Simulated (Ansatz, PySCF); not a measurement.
Gas-phase reaction in SMILES: O[Si](O)O → O[Si-](O)O (an electron is taken up)
Structures are relaxed separately at B3LYP-D3(BJ)/def2-TZVP in Ansatz (a quantum-chemistry and plane-wave program), one conformer each, not searched for the lowest. Frequencies are from Ansatz or PySCF.

Property: adiabatic electron affinity (0 K, with B3LYP-D3(BJ) harmonic zero-point energies), positive where the reaction releases energy, in eV. Correlated levels leave the core frozen unless marked. UHF or UKS for open shells. Spin-orbit coupling is left out. No relativistic terms. Anions need diffuse functions: aug- sets have them; def2-D sets add few; the other sets have none. Basis-set limits of correlation are two-point, X^-3; Hartree-Fock from the larger set. The bracket is a focal-point correction in the basis named.

| level | program | adiabatic electron affinity (eV) |
|---|---|---|
| HF/cc-pV(T+d)Z | Ansatz | -0.31 |

Problem. Predict the RI-MP2/CBS(aug-cc-pV(T+d)Z,aug-cc-pV(Q+d)Z)+[CCSD(T)-MP2]/aug-cc-pV(T+d)Z result (Ansatz).

Solution. 1.36 eV
